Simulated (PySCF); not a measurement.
Can point charges reproduce the dipole moment of `N(/[SiH2]O)=C/C`?

Coordinates (GFN2-xTB, Å) and charges (e) from the PBE0/pcSseg-1 density (PySCF):

```tsv
atom	x	y	z	Mulliken	IAO	Hirshfeld	ESP-fitted
C1	-1.856	-0.363	-0.281	-0.2722	-0.4645	-0.1163	-0.3812
C2	-0.995	0.766	0.182	+0.0797	+0.0890	+0.0755	+0.5701
N3	0.251	0.814	0.230	-0.5834	-0.5610	-0.2514	-0.7575
Si4	1.557	-0.225	-0.205	+0.8939	+1.1031	+0.4072	+0.9016
O5	2.634	-0.143	1.010	-0.5511	-0.7958	-0.3154	-0.7224
H6	-2.530	-0.658	0.522	+0.1377	+0.1642	+0.0572	+0.1102
H7	-1.251	-1.211	-0.585	+0.1251	+0.1522	+0.0476	+0.1055
H8	-2.468	-0.029	-1.118	+0.1374	+0.1635	+0.0566	+0.0982
H9	-1.547	1.649	0.517	+0.0944	+0.1279	+0.0420	-0.0341
H10	1.365	-1.667	-0.308	-0.1560	-0.1724	-0.0867	-0.1522
H11	2.059	0.377	-1.441	-0.1488	-0.1714	-0.0914	-0.1787
H12	2.783	0.690	1.450	+0.2432	+0.3652	+0.1749	+0.4405
```

What dipole does each set of charges give (1 e·Å = 4.803 D), and what does the density give?

The full density gives (-2.42, 0.46, -0.26) D, 2.48 D in size; dipole vectors point from the negative to the positive end.

| scheme | μx | μy | μz | size (D) | share of the full size (%) | angle to the full dipole (°) |
| --- | --- | --- | --- | --- | --- | --- |
| Mulliken | -2.94 | -0.75 | -1.32 | 3.31 | 134 | 30 |
| IAO | -2.52 | 0.16 | -1.45 | 2.91 | 118 | 25 |
| Hirshfeld | -1.67 | 0.25 | -0.20 | 1.70 | 69 | 2 |
| ESP-fitted | -2.40 | 0.43 | -0.32 | 2.45 | 99 | 2 |

Which set comes closest?

Length of the difference vector: ESP-fitted 0.07 D, Hirshfeld 0.78 D, IAO 1.23 D, Mulliken 1.69 D. Closest: ESP-fitted. ESP charges are fitted to the potential around the molecule, whose slowest-falling term is the dipole's. The schemes that divide the density aren't constrained to reproduce the dipole.

What is left for the Hirshfeld atoms' own dipoles?

The shares of the density sum to the whole, so what Σ q r misses lies in dipoles about the nuclei. The atomic dipoles sum to (-2.42, 0.46, -0.26) − (-1.67, 0.25, -0.20) = (-0.75, 0.21, -0.06) D, 0.78 D in size.

With the origin at the mean of the coordinates, (0.000, 0.000, -0.002) Å, which are the largest single terms, by size, of the Hirshfeld dipole along the direction of the full one?

O5 +4.10, Si4 -3.02, H12 -2.30, C1 -0.99, H11 +0.79 D; all 12 atoms together +1.70 D. The single terms depend on the origin, their sum doesn't.

Give the size of the full dipole in other units.

2.48 D = 0.975 au = 0.516 e·Å = 8.26 × 10⁻³⁰ C·m.

Isolated species at its GFN2-xTB geometry (one conformer only).

The run behind these numbers computed NMR shieldings as well. On one thread, x86-64 server, shared host, this took 8.1 s of wall time.

Shape of the structure used: `[CH3:1]/[CH:2]=[N:3]\[SiH2:4][OH:5]`: C2–N3–Si4–O5 -137°, H–O5–Si4–N3 -37°.
